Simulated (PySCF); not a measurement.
## Circular dichroism: `InChI=1S/C8H10/c1-3-4-8-6-5-7(8)2/h4-8H,1H2,2H3/t7-,8-/m0/s1`

Geometry:
| atom | x (Å) | y (Å) | z (Å) |
| --- | --- | --- | --- |
| C1 | 3.471 | 0.625 | -0.846 |
| C2 | 2.404 | 0.085 | -0.351 |
| C3 | 1.319 | -0.446 | 0.122 |
| C4 | -0.007 | -0.387 | -0.566 |
| C5 | -0.772 | -1.689 | -0.630 |
| C6 | -1.789 | -1.249 | 0.101 |
| C7 | -1.206 | 0.127 | 0.303 |
| C8 | -1.994 | 1.291 | -0.271 |
| H9 | 3.753 | 1.641 | -0.620 |
| H10 | 4.134 | 0.078 | -1.498 |
| H11 | 1.336 | -0.977 | 1.066 |
| H12 | 0.085 | 0.130 | -1.522 |
| H13 | -0.526 | -2.624 | -1.100 |
| H14 | -2.716 | -1.679 | 0.436 |
| H15 | -0.921 | 0.339 | 1.337 |
| H16 | -2.904 | 1.449 | 0.305 |
| H17 | -2.272 | 1.089 | -1.303 |
| H18 | -1.402 | 2.203 | -0.240 |

Theory: PySCF, TDDFT CAM-B3LYP/def2-SVPD circular dichroism and optical rotation, one conformer, gas phase. Geometry: GFN2-xTB.

The molecule is flexible and this is one conformer; a measurement averages over conformers. Singlets 14 and 15 lie within 0.01 eV of each other, so their separate moments and overlaps can depend on how they mix.

What are the CIP labels of the stereocentres?

C4 S, C7 S.

List the lowest 16 singlet excitations with oscillator and rotatory strengths.

Rotatory strengths R in 10⁻⁴⁰ esu² cm², velocity form and length form (origin at the centre of mass); f in length form.
```csv
state,E (eV),λ (nm),f,R (velocity),R (length),main
1,5.80,214,0.001,+17.6,+17.8,"HOMO→LUMO+1 0.54, HOMO→LUMO+2 0.12"
2,6.33,196,0.007,+25.9,+26.0,"HOMO−2→LUMO+2 0.23, HOMO−1→LUMO+2 0.18"
3,6.56,189,0.111,+1.6,-1.2,HOMO→LUMO 0.84
4,7.04,176,0.237,-68.1,-66.4,"HOMO−1→LUMO 0.55, HOMO−2→LUMO 0.10"
5,7.11,174,0.021,+40.9,+41.7,"HOMO→LUMO+2 0.35, HOMO→LUMO+1 0.14"
6,7.23,172,0.048,+80.2,+80.5,"HOMO−1→LUMO+1 0.42, HOMO→LUMO+3 0.11"
7,7.26,171,0.057,-22.4,-23.8,"HOMO−2→LUMO 0.28, HOMO−3→LUMO 0.18"
8,7.40,167,0.069,+26.7,+24.2,"HOMO→LUMO+3 0.28, HOMO−2→LUMO+1 0.19"
9,7.43,167,0.153,-3.2,0.0,"HOMO−3→LUMO 0.23, HOMO→LUMO+3 0.16"
10,7.57,164,0.085,+43.1,+44.5,"HOMO−1→LUMO+3 0.26, HOMO−2→LUMO+2 0.21"
11,7.73,160,0.334,-63.8,-60.7,"HOMO−1→LUMO+2 0.29, HOMO→LUMO+5 0.21"
12,7.77,160,0.395,-1.8,-5.5,"HOMO→LUMO+5 0.37, HOMO−1→LUMO+2 0.14"
13,7.94,156,0.030,-6.8,-6.2,"HOMO−2→LUMO+1 0.27, HOMO→LUMO+4 0.22"
14,8.06,154,0.008,-23.3,-24.1,"HOMO−2→LUMO+2 0.12, HOMO−1→LUMO+5 0.12"
15,8.07,154,0.029,-13.2,-11.5,"HOMO−2→LUMO+3 0.18, HOMO−4→LUMO 0.17"
16,8.13,153,0.029,-25.8,-24.5,"HOMO−1→LUMO+4 0.24, HOMO→LUMO+4 0.18"
```

For states 3, 9 the two forms differ in sign, so the sign of R isn't settled.

Among the states computed, the strongest CD band (largest |R|) is state 6. The largest dissymmetry factor in size, g = 4R/(D+G), with D and G the electric and magnetic dipole strengths, is +0.13 for state 1 (velocity form, f = 0.001), among bands with |R| over 0.5. The mirror image has the same energies and oscillator strengths and all R with the opposite sign.
